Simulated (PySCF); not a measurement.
B(H)(Br)(Me) (CH₄BBr), SMILES BrBC.

The structure is a stationary point at PBE0-D3(BJ)/def2-TZVP.

All values below come from PBE0-D3(BJ)/def2-TZVP run with PySCF.

Frequencies are harmonic and unscaled.

```json
[
 {"mode": "1", "ν (cm⁻¹)": "53", "IR (km/mol)": "0.8", "moving atoms (share of kinetic energy)": "H 89 %, B 10 %"},
 {"mode": "2", "ν (cm⁻¹)": "283", "IR (km/mol)": "0.9", "moving atoms (share of kinetic energy)": "C 38 %, H 27 %, B 20 %, Br 15 %"},
 {"mode": "3", "ν (cm⁻¹)": "599", "IR (km/mol)": "30.1", "moving atoms (share of kinetic energy)": "B 49 %, H 27 %, Br 12 %, C 11 %"},
 {"mode": "4", "ν (cm⁻¹)": "629", "IR (km/mol)": "0.2", "moving atoms (share of kinetic energy)": "H 92 %"},
 {"mode": "5", "ν (cm⁻¹)": "850", "IR (km/mol)": "24.5", "moving atoms (share of kinetic energy)": "H 72 %, B 16 %, C 11 %"},
 {"mode": "6", "ν (cm⁻¹)": "899", "IR (km/mol)": "20.2", "moving atoms (share of kinetic energy)": "H 55 %, B 32 %, C 13 %"},
 {"mode": "7", "ν (cm⁻¹)": "1041", "IR (km/mol)": "10.2", "moving atoms (share of kinetic energy)": "H 46 %, B 31 %, C 23 %"},
 {"mode": "8", "ν (cm⁻¹)": "1138", "IR (km/mol)": "199.6", "moving atoms (share of kinetic energy)": "H 59 %, B 36 %"},
 {"mode": "9", "ν (cm⁻¹)": "1320", "IR (km/mol)": "83.8", "moving atoms (share of kinetic energy)": "H 71 %, C 26 %"},
 {"mode": "10", "ν (cm⁻¹)": "1441", "IR (km/mol)": "6.9", "moving atoms (share of kinetic energy)": "H 93 %"},
 {"mode": "11", "ν (cm⁻¹)": "1445", "IR (km/mol)": "5.8", "moving atoms (share of kinetic energy)": "H 96 %"},
 {"mode": "12", "ν (cm⁻¹)": "2652", "IR (km/mol)": "97.3", "moving atoms (share of kinetic energy)": "H 91 %, B 9 %"},
 {"mode": "13", "ν (cm⁻¹)": "3029", "IR (km/mol)": "0.5", "moving atoms (share of kinetic energy)": "H 97 %"},
 {"mode": "14", "ν (cm⁻¹)": "3083", "IR (km/mol)": "2.1", "moving atoms (share of kinetic energy)": "H 91 %, C 9 %"},
 {"mode": "15", "ν (cm⁻¹)": "3152", "IR (km/mol)": "6.9", "moving atoms (share of kinetic energy)": "H 91 %, C 9 %"}
]
```
